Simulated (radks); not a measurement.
Trend from Sc to Cu: ionisation energy by Delta-SCF between NIST ground configurations, and size. All-electron calculation, scalar-relativistic Kohn-Sham, SCAN, spin-polarised, spherical densities, finite nucleus; open shells are filled with parallel spins first; meta-GGA in the generalised Kohn-Sham scheme; Fermi nuclear charge, rms radius of each element as measured or else 0.836 A^(1/3) + 0.57 fm. Program: a radial shooting solver on a logarithmic mesh with Libxc functionals.

species  configuration  configuration of the ion  IE (eV)  NIST (eV)  kind  -e(HOMO) (eV)  outermost  <r> outermost (bohr)
Sc        [Ar] 3d1 4s2              [Ar] 3d1 4s1    6.202      6.561  exp.     3.380 (3d)         4s                  3.85
Cr        [Ar] 3d5 4s1                  [Ar] 3d5    7.596      6.767  exp.     3.897 (3d)         4s                  3.22
Cu       [Ar] 3d10 4s1                 [Ar] 3d10    8.420      7.726  exp.     4.944 (3d)         4s                  2.85

Reference values: NIST Atomic Spectra Database (measured). Open shells are spherical and high-spin; term and fine-structure splittings are not resolved.
